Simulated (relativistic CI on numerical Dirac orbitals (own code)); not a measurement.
# Nb²⁺: resonant inelastic scattering at the M2,3 edge

Computed with this model: Dirac-Coulomb-Breit CI, KLI orbitals optimised for each configuration, QED by a radiative potential, valence Slater integrals scaled by 0.9, Kramers-Heisenberg scattering through one core-hole configuration in a parametric crystal field; configurations [Kr] 4d3 → [Ne] 3s2 3p5 3d10 4s2 4p6 4d4; 300 K; core-hole width 1.2 eV; summed over polarisations. Incident energies are the highest absorption maxima for each field (at most a few, so the weaker spin-orbit partner edge can be absent), on the computed scale of the free ion. Intensities are in per cent of the strongest line above 0.02 eV; levels within 1 cm⁻¹ are merged; final levels count from the ground level, the first row holds all elastic scattering, lines under 0.4 are left out and each table stops after 24 rows. The scale of the Slater integrals is a model choice and moves the terms in proportion.

Field parameters in Wybourne normalisation: D3d B²₀ = −7Dσ, B⁴₀ = −14Dq − 21Dτ, B⁴₃ = −14√(10/7) Dq; Oh B⁴₀ = 21Dq, B⁴₄ = √(5/14) B⁴₀; Td as Oh with Dq negative (B⁴₀ = 21Dq, B⁴₄ = √(5/14) B⁴₀). The field is a parameter set, without covalency.

S is read from ⟨S²⟩ = S(S + 1).

Td, 10Dq = -10800 cm⁻¹:

| Final level (eV) | Degeneracy | Irrep | S | 365.9 eV | 381.2 eV |
| --- | --- | --- | --- | --- | --- |
| 0.000 | 4 | Γ8 | 1.43 | 2155.7 | 207.9 |
| 0.028 | 2 | Γ7 | 1.50 | 19.1 | 24.2 |
| 0.091 | 4 | Γ8 | 1.49 | 52.2 | 38.8 |
| 0.136 | 2 | Γ6 | 1.50 | 40.9 | 5.6 |
| 0.260 | 4 | Γ8 | 0.65 | 100.0 | 20.5 |
| 1.232 | 4 | Γ8 | 1.40 | 72.4 | 47.5 |
| 1.237 | 2 | Γ7 | 1.44 | 34.3 | 18.7 |
| 1.274 | 2 | Γ6 | 1.36 | 35.2 | 3.4 |
| 1.289 | 4 | Γ8 | 1.45 | 44.3 | 13.9 |
| 1.386 | 2 | Γ6 | 0.73 | 3.7 | 4.2 |
| 1.404 | 4 | Γ8 | 0.60 | 29.3 | 5.0 |
| 1.438 | 2 | Γ7 | 0.62 | 13.0 | 2.2 |
| 1.499 | 4 | Γ8 | 0.67 | 12.4 | 7.9 |
| 1.824 | 2 | Γ6 | 0.53 | 31.3 | 6.2 |
| 1.864 | 4 | Γ8 | 0.56 | 36.0 | 9.3 |
| 2.283 | 2 | Γ6 | 1.48 | 50.3 | 6.2 |
| 2.320 | 4 | Γ8 | 1.46 | 74.6 | 13.6 |
| 2.342 | 2 | Γ7 | 1.48 | 26.4 | 4.5 |
| 2.345 | 4 | Γ8 | 1.49 | 20.4 | 26.7 |
| 2.525 | 2 | Γ6 | 0.51 | 3.9 | 0.2 |
| 2.540 | 4 | Γ8 | 0.85 | 13.3 | 3.6 |
| 2.588 | 2 | Γ7 | 0.54 | 3.0 | 0.6 |
| 2.644 | 4 | Γ8 | 1.29 | 15.1 | 0.5 |
| 2.809 | 2 | Γ6 | 0.50 | 1.4 | 0.6 |

D3d, 10Dq = 10050, Dσ = 830, Dτ = 60 cm⁻¹:

| Final level (eV) | Degeneracy | Irrep | S | 366.1 eV | 381.7 eV |
| --- | --- | --- | --- | --- | --- |
| 0.000 | 2 | Γ5+Γ6 | 1.50 | 4611.5 | 497.6 |
| 0.001 | 2 | Γ4 | 1.50 | 29.0 | 10.1 |
| 1.162 | 2 | Γ5+Γ6 | 1.46 | 92.3 | 47.1 |
| 1.170 | 2 | Γ4 | 1.49 | 83.8 | 34.2 |
| 1.294 | 2 | Γ4 | 1.39 | 65.9 | 36.2 |
| 1.301 | 2 | Γ5+Γ6 | 1.34 | 60.0 | 36.9 |
| 1.302 | 2 | Γ4 | 1.49 | 100.0 | 37.8 |
| 1.321 | 2 | Γ4 | 1.43 | 64.4 | 40.4 |
| 1.398 | 2 | Γ5+Γ6 | 0.80 | 61.2 | 13.5 |
| 1.452 | 2 | Γ4 | 0.78 | 71.5 | 15.9 |
| 1.515 | 2 | Γ4 | 0.55 | 39.2 | 18.9 |
| 1.575 | 2 | Γ5+Γ6 | 0.57 | 43.8 | 19.6 |
| 1.584 | 2 | Γ4 | 0.55 | 51.5 | 24.1 |
| 1.945 | 2 | Γ4 | 1.46 | 38.2 | 32.8 |
| 1.965 | 2 | Γ5+Γ6 | 1.47 | 29.2 | 28.4 |
| 1.972 | 2 | Γ4 | 1.48 | 28.1 | 27.0 |
| 2.009 | 2 | Γ5+Γ6 | 1.48 | 75.8 | 6.5 |
| 2.011 | 2 | Γ4 | 1.48 | 89.6 | 6.4 |
| 2.024 | 2 | Γ4 | 1.48 | 88.7 | 5.6 |
| 2.193 | 2 | Γ4 | 0.58 | 53.3 | 22.7 |
| 2.217 | 2 | Γ5+Γ6 | 0.56 | 54.1 | 21.2 |
| 2.267 | 2 | Γ4 | 0.56 | 50.9 | 24.6 |
| 2.518 | 2 | Γ4 | 0.57 | 6.5 | 0.9 |
| 2.596 | 2 | Γ4 | 0.59 | 2.9 | 1.7 |

Oh, 10Dq = 31300 cm⁻¹:

| Final level (eV) | Degeneracy | Irrep | S | 365.1 eV | 367.3 eV | 368.7 eV |
| --- | --- | --- | --- | --- | --- | --- |
| 0.000 | 4 | Γ8 | 1.50 | 452.1 | 430.8 | 227.8 |
| 1.544 | 4 | Γ8 | 0.50 | 15.6 | 1.1 | 3.8 |
| 1.596 | 4 | Γ8 | 0.50 | 14.3 | 3.7 | 1.8 |
| 1.609 | 2 | Γ6 | 0.50 | 9.8 | 3.0 | 1.3 |
| 2.471 | 4 | Γ8 | 0.50 | 21.2 | 7.3 | 2.9 |
| 2.493 | 2 | Γ7 | 0.50 | 15.7 | 4.0 | 1.8 |
| 3.858 | 2 | Γ7 | 1.50 | 3.6 | 43.6 | 2.7 |
| 3.873 | 4 | Γ8 | 1.50 | 7.2 | 100.0 | 16.6 |
| 3.897 | 4 | Γ8 | 1.50 | 6.5 | 81.3 | 7.7 |
| 3.899 | 2 | Γ6 | 1.50 | 3.2 | 42.7 | 5.9 |
| 4.740 | 2 | Γ6 | 1.49 | 3.2 | 37.1 | 6.1 |
| 4.753 | 4 | Γ8 | 1.50 | 4.2 | 43.4 | 10.6 |
| 4.764 | 2 | Γ7 | 1.50 | 0.8 | 13.7 | 3.0 |
| 4.765 | 4 | Γ8 | 1.50 | 1.4 | 26.4 | 6.2 |
| 5.392 | 2 | Γ6 | 0.50 | 0.1 | 0.4 | 2.7 |
| 5.395 | 2 | Γ7 | 0.50 | 0.2 | 0.3 | 2.4 |
| 5.401 | 4 | Γ8 | 0.50 | 0.4 | 1.6 | 11.2 |
| 5.436 | 4 | Γ8 | 0.50 | 0.1 | 0.6 | 3.9 |
| 6.030 | 2 | Γ6 | 0.50 | 0.3 | 1.0 | 6.6 |
| 6.035 | 4 | Γ8 | 0.50 | 0.4 | 1.8 | 10.5 |
| 6.494 | 4 | Γ8 | 0.50 | 0.4 | 0.1 | 0.4 |

For the first field the strongest loss at the lowest incident energy is the level at 0.26 eV (S = 0.65, against 1.44 in the thermal ground state). Levels of other spin, the first over 8 % at 0.26 eV, appear because spin-orbit coupling of the core hole, and in heavier ions of the valence shell too, mixes spins.
